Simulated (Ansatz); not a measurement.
Abridged output of a molecular run in Ansatz:

```
Functional definition: HF
2649 factors; integrals over basis functions are off by at most 1.3e-3 eV
mean field evaluation 1: about -22933.3090 eV, gradient 5.1e1 eV
mean field evaluation 2: about -22933.8033 eV, gradient 5.1e1 eV
mean field evaluation 4: about -22939.8548 eV, gradient 7.2e0 eV
mean field evaluation 8: about -22939.9981 eV, gradient 5.6e-1 eV
mean field evaluation 16: about -22939.9999 eV, gradient 2.6e-6 eV
mean field -22939.99993364 eV, -843.0294482708 hartree, gradient 2.6e-6 eV, S^2 0.000000; 0 other end points of the search recorded, 0 dependent functions left out
13 core orbitals not correlated: weight in the atoms' cores, before any rotation towards them, 1.000 or more for the frozen orbitals, at most 0.000 for the correlated occupied ones
reference -22939.99993364 eV, -843.0294482708 hartree; 27, 27 occupied and 404, 404 virtual orbitals, 2649 factors
second order -45.43446155 eV of doubles, -0.00000000 eV of singles
cycle   1  -45.93436217 eV  change   -5.0e-1 eV  update   1.5e-1
cycle   2  -47.02384319 eV  change    -1.1e0 eV  update   4.4e-2
cycle   3  -47.28486266 eV  change   -2.6e-1 eV  update   2.3e-2
cycle   4  -47.26586101 eV  change    1.9e-2 eV  update   5.4e-3
cycle   5  -47.26407229 eV  change    1.8e-3 eV  update   2.5e-3
cycle   6  -47.26527457 eV  change   -1.2e-3 eV  update   7.5e-4
cycle   7  -47.26485988 eV  change    4.1e-4 eV  update   3.1e-4
cycle   8  -47.26472638 eV  change    1.3e-4 eV  update   1.0e-4
cycle   9  -47.26478413 eV  change   -5.8e-5 eV  update   4.0e-5
perturbative correction -2.00157261 eV, -0.0735564366 hartree
Total energy: -22989.26629038 eV, -844.8399534871 hartree
```

Its atoms:

Cartesian coordinates in Å:
```
C -1.178 -2.343 -1.957
C -0.683 -2.342 -0.532
O 0.359 -1.375 -0.340
C -0.028 -0.120 -0.090
O -1.179 0.224 -0.003
C 1.161 0.789 0.053
C 0.796 2.187 0.513
C 0.270 2.258 1.928
Cl 1.493 1.728 3.125
H -1.918 -3.136 -2.090
H -0.356 -2.524 -2.654
H -1.650 -1.392 -2.204
H -1.494 -2.130 0.167
H -0.222 -3.295 -0.269
H 1.876 0.321 0.734
H 1.658 0.822 -0.922
H 1.671 2.836 0.421
H 0.016 2.592 -0.139
H -0.600 1.619 2.064
H 0.007 3.280 2.197
```

(1) Which basis set was used?
A. def2-TZVPPD
B. def2-TZVPP
C. def2-QZVPP
D. def2-SVPD

(2) Write the keys of the input that set method, charge and spin (a neutral closed shell needs none for the last two).

Answers

(1) B. It gives 444 functions.

(2) 
```yaml
correlation: {method: ccsd_t}
```
